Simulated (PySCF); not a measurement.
Isomers of C10H16. Method: TDDFT wB97X-D/def2-SVPD, vertical, gas phase, core orbitals frozen in the response (PySCF). Geometries: PBE0-D3(BJ)/def2-SVP; one conformer of each isolated species. Triplets are in the Tamm–Dancoff approximation.

A. `C=C1CC[C@H]2C[C@@H]1C2(C)C`
B. `C1CC([C@@H]2CC23CCC3)C1`
C. `C1C2CC3CC1CC(C2)C3`

Lowest singlet levels (six at most, fewer where fewer were computed) with oscillator strengths:

1. 7.98 eV (f 0.022 summed over 3 states); 8.80 eV (f 0.000 summed over 3 states); 8.84 eV (f 0.000 summed over 3 states) [of 10 roots; the last level is left out, as the window may have cut its degenerate partner]; T1 7.85 eV
2. 7.64 eV (f 0.004); 7.85 eV (f 0.018); 7.91 eV (f 0.015); 7.99 eV (f 0.019); 8.12 eV (f 0.011); 8.16 eV (f 0.040); T1 7.55 eV
3. 6.77 eV (f 0.363); 6.97 eV (f 0.020); 7.66 eV (f 0.008); 7.68 eV (f 0.005); 7.74 eV (f 0.004); 7.84 eV (f 0.016); T1 4.32 eV

Problem. Match each spectrum to its molecule.

Solution. 1 = C, 2 = B, 3 = A.
- A: S1 at 6.77 eV, HOMO→LUMO (76%), HOMO→LUMO+1 (20%); Löwdin shares by element: HOMO carbon 74% or more (atoms not listed hold the other 26%); LUMO carbon 44% or more, hydrogen 12% or more (atoms not listed hold the other 45%); HOMO -8.57 and LUMO 2.21 eV.
- B: S1 at 7.64 eV, HOMO→LUMO (75%), HOMO→LUMO+3 (8%); Löwdin shares by element: HOMO carbon 59% or more (atoms not listed hold the other 41%); LUMO carbon 32% or more (atoms not listed hold the other 68%); HOMO -9.06 and LUMO 2.42 eV.
- C: S1 at 7.98 eV, HOMO-2/HOMO-1/HOMO→LUMO (≥86%); Löwdin shares by element: HOMO (one of a set within 0.03 eV) carbon 29% or more, hydrogen 9% or more (atoms not listed hold the other 62%); LUMO carbon 20% or more (atoms not listed hold the other 80%); HOMO -9.67 and LUMO 2.12 eV; point group Td, 6 of its 9 listed states under f = 0.0005.

A slash joins orbitals within 0.01 eV of each other, whose weights are summed (≥ marks a lower bound).
